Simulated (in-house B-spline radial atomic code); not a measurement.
**Sc²⁺: 1s1 2s2 2p6 3s2 (3p1/2)2 (3p3/2)3 3d1 4s2 (with a hole in an inner shell)**

Computed with a radial B-spline atomic code at the basis-set limit: Dirac-Kohn-Sham PBE, spherical fractional occupations, Fermi nucleus of rms radius 3.5459 fm.

Screening seen three ways: the hydrogenic charge with the same mean radius, Z_r = [3n² - l(l+1)]/(2<r>), the one with the same energy, Z_e = n√(-2ε), and Slater's rules. Values are occupation-weighted means over j.

| shell | electrons | ε (eV) | <r> (bohr) | Z_r | Z_e | Slater |
| --- | --- | --- | --- | --- | --- | --- |
| 1s | 1 | -4662.9 | 0.07199 | 20.84 | 18.51 | 21.00 |
| 2s | 2 | -555.89 | 0.3307 | 18.14 | 12.78 | 17.70 |
| 2p | 6 | -478.59 | 0.2907 | 17.20 | 11.86 | 17.70 |
| 3s | 2 | -90.824 | 0.9924 | 13.60 | 7.75 | 11.10 |
| 3p | 5 | -68.612 | 1.035 | 12.08 | 6.74 | 11.10 |
| 3d | 1 | -32.065 | 1.188 | 8.84 | 4.61 | 5.00 |
| 4s | 2 | -21.079 | 2.678 | 8.96 | 4.98 | 4.85 |

The least bound orbital is 4s1/2 at -21.08 eV, and it is also the most diffuse (<r> = 2.678 bohr). The part-filled 1s shell lies below the filled 4s shell in orbital energy.

For the 1s electron the small component carries 0.578 % of the norm, the zero-frequency Breit interaction raises the level by 2.856 eV, self-energy by 2.029 eV, and vacuum polarisation lowers it by 0.1539 eV.
